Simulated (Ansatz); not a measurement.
`OP[SiH2][SiH3]` + `OC(O)O` → `OC(O)O[SiH3]` + `OP[SiH3]`  (cleavage of the Si–Si bond)

Calculated with Ansatz (gas phase, PBE0-D4/def2-TZVP geometries, no zero-point term in ΔE). CBS: MP2 limit from def2 TZ/QZ plus the TZ coupled-cluster correction, frozen cores. Functionals use def2-TZVPP. B3LYP here is the variant with VWN-RPA as its local correlation; programs differ in this. One conformer a species, not always the lowest.

`OP[SiH2][SiH3]`:

Cartesian coordinates in Å:
```
O 2.402 -1.652 -0.400
P 1.790 -0.146 -0.040
Si -0.398 -0.478 -0.502
Si -1.594 1.304 0.436
H 3.251 -1.551 -0.838
H 1.585 -0.311 1.361
H -0.894 -1.776 0.034
H -0.574 -0.478 -1.980
H -1.134 2.595 -0.143
H -1.386 1.343 1.908
H -3.048 1.149 0.164
```

`OC(O)O`:

```xyz
8

O     0.487    0.990    0.853
C     0.067    0.230   -0.212
O    -1.316    0.234   -0.264
O     0.451   -1.115   -0.112
H    -0.021    0.702    1.621
H     0.514    0.694   -1.102
H    -1.592   -0.586   -0.686
H     1.411   -1.150   -0.098
```

`OC(O)O[SiH3]`:

```xyz
11

O     1.512   -0.574    0.188
C     0.370   -0.811   -0.543
O     0.046   -2.154   -0.450
O    -0.728   -0.071   -0.089
Si   -0.588    1.509    0.397
H     1.434   -1.079    1.007
H     0.601   -0.516   -1.575
H    -0.909   -2.225   -0.541
H     0.193    2.292   -0.595
H     0.051    1.624    1.732
H    -1.982    2.005    0.469
```

`OP[SiH3]`:

Z-matrix (Å, degrees):
```
Si
P 1 2.260
H 1 1.487 2 112.7
H 1 1.486 2 109.2 3 -121.7
H 1 1.488 2 106.5 3 120.4
O 2 1.666 1 99.0 3 45.3
H 2 1.427 1 92.7 3 -54.8
H 6 0.960 2 109.1 1 143.7
```

```json
{"level": "B3LYP-D4", "ΔE (kcal/mol)": "-18.9"}
{"level": "ωB97X-V", "ΔE (kcal/mol)": "-18.8"}
{"level": "B2PLYP", "ΔE (kcal/mol)": "-20.1"}
{"level": "PBE", "ΔE (kcal/mol)": "-13.2"}
{"level": "CCSD/def2-TZVPP", "ΔE (kcal/mol)": "-19.7"}
{"level": "CCSD(T)/def2-TZVPP", "ΔE (kcal/mol)": "-19.0"}
{"level": "HF/def2-QZVPP", "ΔE (kcal/mol)": "-24.8"}
{"level": "HF/CBS(def2)", "ΔE (kcal/mol)": "-24.9"}
```

(1) What does CCSD(T)/CBS give? (Best estimate.)

Largest T1 diagnostic among the species: 0.014.

## Answers

(1) The calculation gave: -18.8 kcal/mol. The listed levels differ from it by -0.1, 0.0, -1.3, 5.6, -0.9, -0.2, -6.0, -6.1 kcal/mol.

From PBE to PBE0 (25 % exact exchange), in def2-TZVPP and without D4, ΔE moves by −1.5 kcal/mol. In def2-TZVPP, CCSD(T) changes the Hartree–Fock value by +5.3 kcal/mol (the triples alone add +0.7 kcal/mol) and MP2 by +3.8 kcal/mol.
